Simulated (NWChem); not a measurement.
Correlation energy of HB

```
B
H 1 1.2523
```
Charge 0, spin multiplicity 1.

Program: NWChem. Structure: optimised with PBE0/def2-SVP, a minimum by its harmonic frequencies.

Basis set: def2-TZVP. Each correlation energy counts from its own Hartree-Fock reference.

The correlated methods keep 1 core orbital frozen. The structure started from a generated list of species. Coupled-cluster values serve here as a point of comparison, not as the truth.

### Question
One of these methods gave a correlation energy of -98.1 mHa. Which?
(A) CCSD
(B) SCS-MP2
(C) MP2
(D) CR-CCSD[T]

### Answer
D, CR-CCSD[T]. The others give -80.6 (SCS-MP2), -96.3 (CCSD), -70.5 (MP2).
